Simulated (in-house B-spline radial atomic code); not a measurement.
**The tungsten ion W⁷⁺: [Ar] 3d10 4s2 (4p1/2)1 (4p3/2)4 4d10 4f14 5s2 5p6 (with a hole in an inner shell)**

Level of theory: Dirac-Hartree-Fock, average of the jj configuration, Fermi nucleus of rms radius 5.3658 fm; calculated with a B-spline radial code for spherical atoms.

Effective charges: Z_r = [3n² - l(l+1)]/(2<r>) from the radius, Z_e = n√(-2ε) from the energy, and Slater's rules. Values are occupation-weighted means over j. An effective charge above Z reflects the relativistic contraction of the inner shells.

| shell | electrons | ε (eV) | <r> (bohr) | Z_r | Z_e | Slater |
| --- | --- | --- | --- | --- | --- | --- |
| 1s | 2 | -70092 | 0.01835 | 81.76 | 71.77 | 73.70 |
| 2s | 2 | -12331 | 0.07688 | 78.04 | 60.21 | 69.85 |
| 2p | 6 | -10868 | 0.069 | 72.47 | 56.52 | 69.85 |
| 3s | 2 | -2987.7 | 0.2 | 67.50 | 44.46 | 62.75 |
| 3p | 6 | -2540.8 | 0.2001 | 62.47 | 41.00 | 62.75 |
| 3d | 10 | -1991.8 | 0.1823 | 57.59 | 36.30 | 52.85 |
| 4s | 2 | -730.66 | 0.4486 | 53.50 | 29.31 | 46.60 |
| 4p | 5 | -574.16 | 0.4792 | 48.00 | 25.98 | 46.60 |
| 4d | 10 | -379.52 | 0.5083 | 41.32 | 21.13 | 35.85 |
| 5s | 2 | -191.13 | 1.035 | 36.22 | 18.74 | 17.20 |
| 4f | 14 | -157.13 | 0.5723 | 31.45 | 13.59 | 24.45 |
| 5p | 6 | -146.4 | 1.159 | 31.50 | 16.40 | 17.20 |

The least bound orbital is 5p3/2 at -142.5 eV, and it is also the most diffuse (<r> = 1.183 bohr). The part-filled 4p shell lies below the filled 5p shell in orbital energy.

For the 1s electron the small component carries 7.79 % of the norm, the zero-frequency Breit interaction raises the level by 242.7 eV, self-energy by 152 eV, and vacuum polarisation lowers it by 28.76 eV.
